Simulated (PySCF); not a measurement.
A run for PySCF: R-HF/STO-3G on FHMgSe (SMILES [F][Mg][SeH]), a point of a bond scan (R = 2.581 Å).

```python
from pyscf import gto, scf, dft, mp
from pyscf.data.elements import chemcore

mol = gto.M(
    atom='''
    Mg    0.53471100   -1.04785740    0.34360513
    F     1.29905719   -2.54739150    0.84087691
    Se   -0.50665601    1.00609324   -0.37394579
    H    -1.16305723    1.50930392    2.07071450
    ''',
    basis='sto-3g',
    charge=0, spin=0, verbose=3, max_memory=1800)
mf = scf.RHF(mol)
mf.conv_tol = 1e-8
mf.max_cycle = 100
mf.kernel()
if not mf.converged:
    mf = mf.newton().run(mf.mo_coeff, mf.mo_occ)
```

The log:

```
converged SCF energy = -2669.1517621026
```

The calculation finished and met its thresholds.

Cost: around 0.3 core-seconds (rough).
